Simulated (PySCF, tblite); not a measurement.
Isomers of C6H7P3, one GFN2-xTB conformer each. Single-point energies are computed at PBE0/pcSseg-1 (PySCF, gas phase, no added dispersion term), electronic only.

Question: Rank them by PBE0/pcSseg-1 energy, lowest first (kJ/mol).
A. `[cH:1]1[cH:2][cH:3][c:4](-[p:5]2[pH:6][pH:7]2)[cH:8][cH:9]1` with C3–C4–P5–P6 -61°
B. `[cH:1]1[p:2][cH:3][p:4][c:5]([CH:6]2[CH2:7][CH2:8]2)[p:9]1` with P4–C5–C6–C7 144°

Answer: A (0.0), B (197.6).

GFN2-xTB itself gives, in the same order: 0.0, 261.6. Both levels put the same isomer lowest.

Question: Which frontier levels, dipoles and rotational constants go with these structures?

Answer: 
```
                SMILES  HOMO (eV, PBE0/pcSseg-1)  LUMO (eV)  dipole (D)       A, B, C (MHz)
c1ccc(-p2[pH][pH]2)cc1                     -6.90      -0.87        0.38  2218, 672.5, 590.5
       c1pcpc(C2CC2)p1                     -6.98      -2.44        1.31  2071, 739.9, 569.4
```

Question: What happens when harmonic zero-point energies from GFN2-xTB frequencies are added?

Answer: 
```csv
SMILES,ZPE (kJ/mol),electronic (kJ/mol),with ZPE (kJ/mol)
c1ccc(-p2[pH][pH]2)cc1,283.8,0.0,0.0
c1pcpc(C2CC2)p1,292.3,197.6,206.2
```

The zero-point energies span 8.5 kJ/mol. The order is unchanged.
